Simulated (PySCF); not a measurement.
SMILES N[Si](N)(F)F, CAM-B3LYP/def2-SVP optimised geometry.

```
9

N      1.33    -0.68     0.00
Si    -0.36    -0.68     0.00
N     -0.97     0.90     0.00
F     -0.77    -1.61    -1.25
F     -1.07    -1.40     1.25
H      1.88    -0.10     0.63
H      1.87    -1.45    -0.39
H     -0.63     1.61    -0.63
H     -1.88     1.11     0.40
```

Density from PySCF 2.14.0 with CAM-B3LYP/def2-TZVP at that geometry.

Minimum of the electron density along straight lines between bonded atoms, close to the bond critical point (lines longer than 1.1 times the sum of covalent radii, or with two minima, are not listed):

| bond | length / Å | ρ at the minimum / e bohr⁻³ | ∇²ρ there / e bohr⁻⁵ | position (fraction from the first atom) |
|---|---|---|---|---|
| N1–Si2 | 1.690 | 0.145 | 0.60 | 0.60 |
| Si2–N3 | 1.690 | 0.145 | 0.60 | 0.41 |
| Si2–F4 | 1.615 | 0.135 | 0.91 | 0.42 |
| Si2–F5 | 1.615 | 0.135 | 0.91 | 0.42 |
| N1–H6 | 1.012 | 0.332 | -1.65 | 0.74 |
| N1–H7 | 1.013 | 0.331 | -1.64 | 0.74 |
| N3–H8 | 1.012 | 0.332 | -1.65 | 0.74 |
| N3–H9 | 1.013 | 0.331 | -1.64 | 0.74 |
